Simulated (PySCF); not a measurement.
**Nuclear quadrupole coupling in `C[P@](=O)(O)c1ccccn1`**

Compound: C₆H₈NO₂P.
Cartesian coordinates in Å at the PBE0-D3(BJ)/def2-SVP level; atoms count from 1:
```
atom  x, y, z in Å
C1     2.586   -0.680    0.575
P2     1.662    0.024   -0.806
O3     1.891   -0.678   -2.095
O4     1.979    1.608   -0.732
C5    -0.103    0.066   -0.302
C6    -0.963   -1.006   -0.535
C7    -2.292   -0.878   -0.139
C8    -2.704    0.312    0.457
C9    -1.772    1.336    0.624
N10   -0.500    1.215    0.255
H11    2.362   -1.753    0.663
H12    2.347   -0.162    1.514
H13    3.657   -0.559    0.354
H14    1.193    2.031   -0.325
H15   -0.589   -1.903   -1.035
H16   -3.002   -1.693   -0.302
H17   -3.737    0.454    0.780
H18   -2.066    2.293    1.069
```

Field gradients from the PBE0/pcSseg-1 density (PySCF, non-relativistic), principal values in atomic units, ordered |Vxx| ≤ |Vyy| ≤ |Vzz|:

```csv
atom,Vxx,Vyy,Vzz
O3,-0.2399,-0.6214,0.8613
O4,-0.0277,-1.3400,1.3677
N10,0.3500,0.6738,-1.0237
```

Q: Find the asymmetry η = (Vxx − Vyy)/Vzz and the couplings χ = eQV/h (234.96 MHz × Q in barn × V in au), with Q(17O) = −0.0256 b, Q(14N) = 0.02044 b.

A: 
```
atom             environment  nucleus     η  χzz (MHz)  χxx (MHz)  χyy (MHz)
  O3       phosphoryl oxygen      17O  0.44      -5.18       1.44       3.74
  O4         hydroxyl oxygen      17O  0.96      -8.23       0.17       8.06
 N10  pyridine-type nitrogen      14N  0.32     -4.917      1.681      3.236
```

At O4 η is above 0.9: Vyy and Vzz are nearly equal in size and opposite in sign, so a small change could swap them and flip the sign of χzz. The tensor is traceless: Vxx + Vyy + Vzz = 0.

Q: What is Vzz at O3 in SI units (1 au = 9.71736 × 10²¹ V/m²)?

A: 0.8613 au = 8.370 × 10²¹ V/m².

Q: And the gradient at the other heavy atoms, for which no coupling is worked out here?

A: 
| atom | environment | Vzz (au) | η |
| --- | --- | --- | --- |
| C1 | sp3 carbon bound to phosphorus | 0.036 | 0.02 |
| P2 | phosphoryl phosphorus | 0.637 | 0.74 |
| C5 | substituted aromatic carbon | 0.315 | 0.51 |
| C6 | aromatic CH carbon | 0.348 | 0.01 |
| C7 | aromatic CH carbon | 0.400 | 0.11 |
| C8 | aromatic CH carbon | 0.329 | 0.13 |
| C9 | aromatic CH next to a ring nitrogen | 0.334 | 0.48 |

Q: What couplings would deuterons (Q(2H) = 0.00286 b) have in place of the hydrogens, at this geometry?

A: 
```tsv
atom	bonded to	bond length (Å)	Vzz (au)	η	χzz (kHz)
H11	C1	1.099	0.2950	0.02	198
H12	C1	1.099	0.2948	0.02	198
H13	C1	1.101	0.2921	0.02	196
H14	O4	0.982	0.3763	0.14	253
H15	C6	1.092	0.2975	0.06	200
H16	C7	1.093	0.2998	0.05	201
H17	C8	1.092	0.3028	0.06	203
H18	C9	1.095	0.2937	0.06	197
```

Isolated species at its PBE0-D3(BJ)/def2-SVP geometry (one conformer only). A larger basis could move these couplings by a tenth or more.
